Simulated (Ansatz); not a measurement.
One change: `NC1NC[SiH2]1` becomes `FC1NC[SiH2]1`.

Ansatz, PBE0-D4/def2-TZVP geometries, multiplicity 1. Each molecule was computed in one conformer, which needn't be the lowest.

```json
{"property": "HOMO energy (PBE/def2-TZVPP) / eV", "`NC1NC[SiH2]1`": "-4.74"}
{"property": "size of the dipole moment (PBE/def2-TZVPP) / D", "`NC1NC[SiH2]1`": "1.14"}
{"property": "size of the dipole moment (ωB97M-V/def2-TZVPP) / D", "`NC1NC[SiH2]1`": "1.11"}
{"property": "size of the dipole moment (B3LYP/def2-TZVPP) / D", "`NC1NC[SiH2]1`": "1.10"}
{"property": "LUMO energy (B3LYP/def2-TZVPP) / eV", "`NC1NC[SiH2]1`": "-0.06"}
{"property": "HOMO–LUMO gap (ωB97M-V/def2-TZVPP) / eV", "`NC1NC[SiH2]1`": "10.05"}
```

(1) Give the same properties after the change, and the shifts. (Estimate.)

Results:

(1) The calculation gave: 
| property | `FC1NC[SiH2]1` | shift |
| --- | --- | --- |
| HOMO energy (PBE/def2-TZVPP) / eV | -5.92 | -1.18 |
| size of the dipole moment (PBE/def2-TZVPP) / D | 1.47 | 0.33 |
| size of the dipole moment (ωB97M-V/def2-TZVPP) / D | 1.52 | 0.41 |
| size of the dipole moment (B3LYP/def2-TZVPP) / D | 1.54 | 0.44 |
| LUMO energy (B3LYP/def2-TZVPP) / eV | -0.23 | -0.17 |
| HOMO–LUMO gap (ωB97M-V/def2-TZVPP) / eV | 11.29 | 1.24 |

With PBE0 the HOMO falls by 1.31 eV and the LUMO falls by 0.17 eV, so the gap widens by about 1.14 eV. PBE moves the HOMO by -1.18 eV and ωB97M-V by -1.38 eV. Dipoles are sizes alone; their direction can turn.

B3LYP here is the variant with VWN-RPA as its local correlation; programs differ in this.
